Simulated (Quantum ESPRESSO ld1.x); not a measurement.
Species: O2+. Configuration: [He] 2s2 2p2. All-electron calculation, non-relativistic Kohn-Sham, PBE, spin-unpolarised, spherical densities, point nucleus. Program: ld1.x of Quantum ESPRESSO 7.5.

Radial electron density D(r) = 4 pi r^2 rho(r):

```
   r/bohr * D(r) (the largest magnitude, 8.58, reaches the edge; | marks zero)
  0.01733 |     *
  0.01907 |      *
  0.02116 |       *
   0.0233 |         *
  0.02585 |          *
  0.02868 |            *
  0.03157 |              *
  0.03503 |                 *
  0.03887 |                    *
  0.04279 |                       *
  0.04748 |                          *
  0.05268 |                              *
  0.05799 |                                 *
  0.06435 |                                     *
   0.0714 |                                         *
   0.0786 |                                            *
  0.08721 |                                               *
  0.09677 |                                                  *
   0.1065 |                                                    *
   0.1182 |                                                      *
   0.1311 |                                                      *
   0.1444 |                                                     *
   0.1602 |                                                   *
   0.1763 |                                                 *
   0.1956 |                                             *
   0.2171 |                                        *
    0.239 |                                   *
   0.2652 |                              *
   0.2942 |                         *
   0.3239 |                     *
   0.3594 |                   *
   0.3987 |                 *
   0.4389 |                 *
    0.487 |                 *
   0.5404 |                   *
   0.5949 |                     *
     0.66 |                       *
   0.7324 |                        *
   0.8062 |                        *
   0.8945 |                        *
   0.9926 |                      *
    1.093 |                   *
    1.212 |                *
    1.335 |            *
    1.481 |         *
    1.643 |      *
    1.809 |   *
    2.007 |  *
    2.227 |*
    2.451 |*
     2.72 *
    3.018 *
    3.322 *
    3.686 *
```

D(r) has 2 maxima, at r = 0.128, 0.793 bohr, and minima at 0.429 bohr, inside which lie 2.17 electrons.
